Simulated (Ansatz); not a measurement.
System: ZnF2, net charge 1, doublet state. The spin state was set by rule; other spins were not relaxed. 
Geometry from a B3LYP-D3(BJ)/def2-TZVP (Ansatz, an electronic-structure program) optimisation:
```xyz
3

Zn     0.0000     0.0000     0.0000
F      0.0000     0.0000    -1.7790
F      0.0000     0.0000     1.7790
```
Charge +1, spin multiplicity 2.

Give the harmonic wavenumbers at B3LYP-D3(BJ)/def2-TZVP (Ansatz, finite differences of forces, unscaled).

110, 126, 493, 562 cm⁻¹. Zero-point energy 1.8 kcal/mol.

From these and the geometry, give the ideal-gas thermochemistry at 298.15 K and 1 atm (rigid rotor, harmonic oscillator).

Point group D∞h, rotational symmetry number 2. Rotational constants 4.202, 4.202 GHz. S(trans) 39.82, S(rot) 15.11, S(vib) 7.47, S(elec, spin only) 1.38, S 63.8 cal/(mol K). H(298) - H(0) 3.21 kcal/mol; G - E(el) -14.0 kcal/mol.
